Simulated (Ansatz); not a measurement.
A run for Ansatz (a quantum-chemistry and plane-wave program): R-CCSD(T)/aug-cc-pV(D+d)Z on AlH5O3 (a complex), monomers drawn apart or pushed together. Files ending in .json are basis or fitting sets from the Basis Set Exchange.

Ansatz 0.2 input:
```yaml
crystal:
  periodic: [false, false, false]
  atoms:
    - {symbol: O, position_ang: [-0.05097669, 0.60305149, 1.52220146]}
    - {symbol: Al, position_ang: [-0.03541383, -0.51320347, 0.25434337]}
    - {symbol: O, position_ang: [-0.06332002, 0.06476394, -1.34271926]}
    - {symbol: H, position_ang: [-0.03828870, 0.38351562, 2.46482395]}
    - {symbol: H, position_ang: [0.00454232, -2.06806110, 0.44491895]}
    - {symbol: H, position_ang: [-0.08781318, 0.99953014, -1.55344318]}
    - {symbol: O, position_ang: [-0.01994311, 0.09977971, 4.15083152]}
    - {symbol: H, position_ang: [0.74923426, 0.50484777, 4.56616396]}
    - {symbol: H, position_ang: [-0.78757288, 0.49573381, 4.57758454]}
basis:
  gaussian:
    orbitals: aug-cc-pV_D+d_Z.json
magnetization: {spin_polarized: false}
correlation: {method: ccsd_t, electrons: outside_noble_gas}
scf: {lower_state_search: off}
```

Program output:

```
WARN ansatz: RAYON_NUM_THREADS=1 ignored (pool sized by the plan → 1); use --threads N
Functional definition: HF
these checks for a lower state are left out or cut short: stability, starts, cluster_reference, orbital_swaps, neighbouring_geometries, increment
integrals: 0.38 GiB planned
1414 factors; integrals over basis functions are off by at most 8.0e-4 eV
mean field: 0.40 GiB planned
mean field evaluation 1: about -12770.8407 eV, gradient 6.2e1 eV
mean field evaluation 2: about -12770.8406 eV, gradient 6.2e1 eV
mean field evaluation 4: about -12777.8691 eV, gradient 3.3e0 eV
mean field evaluation 8: about -12777.9109 eV, gradient 7.1e-2 eV
mean field -12777.91089558 eV, -469.5795642334 hartree, gradient 2.0e-6 eV, S^2 0.000000; 0 other end points of the search recorded, 0 dependent functions left out
8 core orbitals not correlated
reference -12777.91089558 eV, -469.5795642334 hartree; 13, 13 occupied and 125, 125 virtual orbitals, 1414 factors
second order -19.13021795 eV of doubles, -0.00000000 eV of singles
coupled cluster: 1.19 GiB planned
cycle   1  -19.19777708 eV  change   -6.8e-2 eV  update   1.1e-1
cycle   2  -19.63502425 eV  change   -4.4e-1 eV  update   3.0e-2
cycle   3  -19.76765027 eV  change   -1.3e-1 eV  update   1.7e-2
cycle   4  -19.75940176 eV  change    8.2e-3 eV  update   3.6e-3
cycle   5  -19.75653660 eV  change    2.9e-3 eV  update   1.6e-3
cycle   6  -19.75752086 eV  change   -9.8e-4 eV  update   4.7e-4
cycle   7  -19.75742021 eV  change    1.0e-4 eV  update   1.7e-4
cycle   8  -19.75728175 eV  change    1.4e-4 eV  update   5.6e-5
cycle   9  -19.75727306 eV  change    8.7e-6 eV  update   1.9e-5
perturbative correction -0.52337834 eV, -0.0192337992 hartree
Total energy: -12798.19154697 eV, -470.3248644254 hartree
Checks for a lower state left out: stability, starts, cluster_reference, orbital_swaps, neighbouring_geometries, increment
```

Self-consistency was reached.

Cost: very roughly 30 core-seconds.
